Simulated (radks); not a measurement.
Species: Nd I. Configuration: [Kr] 4d10 4f4 5s2 5p5.5 6s2 6p0.5 (fractional occupations, a model configuration). Method: scalar-relativistic Kohn-Sham, PBE, spin-unpolarised, spherical densities, finite nucleus; Fermi nuclear charge, rms radius 4.9123 fm; computed with a radial shooting solver on a logarithmic mesh with Libxc functionals. Some entries of the table are withheld. Estimate them.

| orbital | occ. | eigenvalue (eV) | <r^2> (bohr^2) |
|---|---|---|---|
| 1s | 2 | -43400.74 | 0.0007600 |
| 2s | 2 | (1) | 0.01203 |
| 2p | 6 | (2) | 0.009624 |
| 3s | 2 | -1525.541 | 0.08102 |
| 3p | 6 | -1290.826 | 0.08106 |
| 3d | 10 | -965.1315 | 0.06879 |
| 4s | 2 | -305.5020 | 0.4163 |
| 4p | 6 | -228.6438 | 0.4705 |
| 4d | 10 | -119.3712 | 0.5805 |
| 5s | 2 | -43.0247 | 2.414 |
| 5p | 5.5 | -24.4454 | 3.315 |
| 4f | 4 | -4.3412 | 1.619 |
| 6s | 2 | -4.3325 | 19.89 |
| 6p | 0.5 | -1.7293 | 36.43 |

Answer. 
(1) 2s eigenvalue (eV): -7022.275
(2) 2p eigenvalue (eV): -6278.182
